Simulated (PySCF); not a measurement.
Broadened absorption spectrum of CH7N3Si

CH₇N₃Si.
InChI=1S/CH7N3Si/c2-1-5(3)4/h1-2,5H,3-4H2/b2-1-

Computed with PySCF, TDDFT PBE0/def2-SVPD, vertical, gas phase, core orbitals frozen in the response. The structure is a single GFN2-xTB conformer in the gas phase; no vibrational or solvent corrections. Torsions of this conformer, `[H]/[N:1]=[CH:2]\[SiH:3]([NH2:4])[NH2:5]`: N1–C2–Si3–N4 11°, H–N4–Si3–C2 -169°, H–N4–Si3–C2 54°, H–N5–Si3–C2 49°, H–N5–Si3–C2 -172°.

Computed states:

| state | E (eV) | f |
| --- | --- | --- |
| S1 | 4.19 | 0.0006 |
| S2 | 5.73 | 0.0048 |
| S3 | 5.85 | 0.0098 |
| S4 | 6.14 | 0.0017 |
| S5 | 6.68 | 0.030 |
| S6 | 6.88 | 0.015 |
| S7 | 7.06 | 0.046 |
| S8 | 7.20 | 0.035 |

Each state is given a Gaussian of 0.3 eV full width at half maximum, with ε(max) = 2.175×10⁸ f / Δν̃ (Δν̃ the width in cm⁻¹). The width is an assumption, not a result. The curve ends short of the highest state used, and states not computed would add to its high-energy end.

Task: Give the broadened spectrum and its maxima.

Result: 
(E (eV), ε (L mol⁻¹ cm⁻¹)): (3.74, 0), (3.86, 2), (3.99, 17), (4.11, 46), (4.24, 51), (4.36, 22), (4.49, 3), (4.61, 0), (4.73, 0), (4.86, 0), (4.98, 0), (5.11, 0), (5.23, 0), (5.36, 7), (5.48, 73), (5.61, 413), (5.73, 981), (5.86, 1154), (5.98, 672), (6.11, 270), (6.23, 138), (6.36, 146), (6.48, 770), (6.60, 2279)

Maxima: 296 nm (4.19 eV), ε about 56, made up of S1 (100%); 213 nm (5.82 eV), ε about 1200, made up of S2 (28%) and S3 (71%) (ε in L mol⁻¹ cm⁻¹; maxima over ε = 5, shares over 10%). At its high-energy end, 6.60 eV, the curve is still rising (ε about 2300, from S5).

Task: Coming from long wavelengths, where does ε first pass 100 L mol⁻¹ cm⁻¹?

Result: At about 225 nm (5.50 eV), 1.31 eV above S1.

Task: What would ε be at 5.82 eV, the highest of these maxima, with half the width (0.15 eV)?

Result: About 1860 L mol⁻¹ cm⁻¹ against 1200, a factor of about 1.6; a lone state at its own centre would give exactly 2.

Task: On this curve, what absorbance would a 10⁻³ mol/L sample give at 222 nm over a 1 cm path?

Result: 222 nm is 5.585 eV, where ε is about 320 L mol⁻¹ cm⁻¹, so A = ε c l ≈ 0.32 (Beer–Lambert, with the gas-phase spectrum and the assumed width).
